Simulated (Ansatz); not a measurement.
`CN[BH][SnH3]` + H₂S → `CNBS` + `[SnH4]` at 400 K and 1 bar (cleavage of the B–Sn bond).

Program: Ansatz. Geometries: PBE0-D4/def2-TZVP. ΔE: electronic, gas phase. CCSD(T)/CBS is the MP2 limit (def2-TZVPP, def2-QZVPP) plus CCSD(T) − MP2 in def2-TZVPP, frozen cores. This one scheme is used for every species. Elements past krypton have def2 core potentials. For Sn outer-core shells are correlated without core-valence functions, which leaves a few kJ/mol of doubt a bond. One conformer a species, not always the lowest.

```json
{"species": "`CN[BH][SnH3]`", "CCSD(T)/CBS energy (Eh)": "-336.39466", "H − E (kJ/mol)": "266.8", "S (J/(mol·K))": "391.9"}
{"species": "H₂S", "CCSD(T)/CBS energy (Eh)": "-398.97279", "H − E (kJ/mol)": "53.4", "S (J/(mol·K))": "215.9"}
{"species": "`CNBS`", "CCSD(T)/CBS energy (Eh)": "-518.99817", "H − E (kJ/mol)": "233.1", "S (J/(mol·K))": "340.2"}
{"species": "`[SnH4]`", "CCSD(T)/CBS energy (Eh)": "-216.39156", "H − E (kJ/mol)": "85.2", "S (J/(mol·K))": "244.6"}
```

H − E and S are ideal-gas, rigid-rotor, harmonic terms from PBE0-D4/def2-TZVP, for one conformer and one mirror image of each species. 1 Eh = 2625.50 kJ/mol, R = 8.31446 J/(mol·K).

**Question.** By hand: ΔE, ΔH, ΔS and ΔG.

**Answer.** ΔE = (-518.99817) + (-216.39156) − (-336.39466) − (-398.97279) = -0.02228 Eh = -58.5 kJ/mol. Δ(H − E) = 233.1 + 85.2 − 266.8 − 53.4 = -1.9, so ΔH = -60.4 kJ/mol. ΔS = 340.2 + 244.6 − 391.9 − 215.9 = -23.0 J/(mol·K). ΔG = -60.4 − 400 × (-23.0)/1000 = -51.2 kJ/mol.

**Question.** By hand: the equilibrium constant, and the temperature at which ΔG would vanish if ΔH and ΔS stayed fixed.

**Answer.** log₁₀ K = −ΔG/(RT ln 10) = 6.7. ΔG = 0 at ΔH/ΔS = 2626 K, far beyond where these terms or the molecules hold.

ΔH outweighs TΔS. A doubt of 5 kJ/mol in ΔE shifts log₁₀ K by 0.7 here. Other conformers and mirror images would add mixing entropy, several J/(mol·K) or more a flexible species. These are equilibria of isolated gas molecules and say nothing of rates. Largest T1 diagnostic: 0.014 (customary marks: 0.02 for closed shells, 0.045 for open ones).
